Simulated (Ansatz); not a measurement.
Isolated molecules relaxed with PBE0-D4/def2-TZVP in Ansatz; ΔE leaves out vibrations. CBS: MP2 limit from def2 TZ/QZ plus the TZ coupled-cluster correction, frozen cores. This one scheme is used for every species. Functionals use def2-TZVPP. B3LYP here is the variant with VWN-RPA as its local correlation; programs differ in this. HSE06 is defined as in plane-wave codes. For Se, Ti outer-core shells are correlated without core-valence functions, which leaves a few kJ/mol of doubt a bond. Scalar relativity is left out up to krypton. Each species was taken in one conformer, which may not be the lowest.

Consider the ligand exchange at a Ti–Se bond: `[OH][Ti]([OH])([OH])[SeH]` + H–F → `[OH][Ti]([OH])([OH])[F]` + H₂Se.

```tsv
level	ΔE (kJ/mol)	difference from CCSD(T)/CBS
LDA (SPW92)	-67.0	-11.2
PBE-D4	-66.0	-10.2
BLYP-D4	-72.9	-17.1
r2SCAN-D4	-72.1	-16.3
B97M-V	-79.2	-23.4
PBE0-D4	-63.3	-7.5
B3LYP-D4	-70.7	-14.9
r2SCANh-D4	-70.1	-14.3
r2SCAN0-D4	-67.7	-11.9
HSE06-D4	-62.6	-6.8
BHLYP-D4	-70.9	-15.1
CAM-B3LYP-D4	-81.7	-25.9
ωB97X-V	-80.6	-24.8
ωB97M-V	-74.5	-18.7
B2PLYP	-68.4	-12.6
PBE-QIDH	-59.3	-3.5
PBE	-71.6	-15.8
revPBE	-73.8	-18.0
BLYP	-83.5	-27.7
r2SCAN	-73.5	-17.7
PBE0	-68.4	-12.6
B3LYP	-79.9	-24.1
r2SCANh	-71.7	-15.9
r2SCAN0	-69.5	-13.7
BHLYP	-80.9	-25.1
CAM-B3LYP	-87.4	-31.6
LC-ωPBE	-84.6	-28.8
RPA@PBE/def2-TZVPP	-64.5	-8.7
HF/def2-SVP	-97.6	-41.8
MP2/def2-SVP	-79.2	-23.4
CCSD/def2-SVP	-93.3	-37.5
CCSD(T)/def2-SVP	-85.3	-29.5
HF/def2-TZVPP	-89.5	-33.7
MP2/def2-TZVPP	-50.3	5.5
SCS-MP2/def2-TZVPP	-61.8	-6.0
CCSD/def2-TZVPP	-70.9	-15.1
CCSD(T)/def2-TZVPP	-62.2	-6.4
HF/def2-QZVPP	-90.7	-34.9
HF/CBS(def2)	-90.9	-35.1
MP2/CBS(def2)	-43.9	11.9
CCSD(T)/CBS	-55.8	0
```

Largest T1 diagnostic among the species: 0.023, so the coupled-cluster value is less sure than usual.

From PBE to PBE0 (25 % exact exchange), in def2-TZVPP and without D4, ΔE moves by +3.2 kJ/mol. The D4 term adds +9.2 kJ/mol with B3LYP and +5.1 kJ/mol with PBE0; it sums over pairs of atoms, weighted by their polarisabilities, and B3LYP, whose exchange is more repulsive, gets the larger term. At CCSD(T), def2-SVP lies −29.5 kJ/mol from the extrapolated value and def2-TZVPP −6.4 kJ/mol.
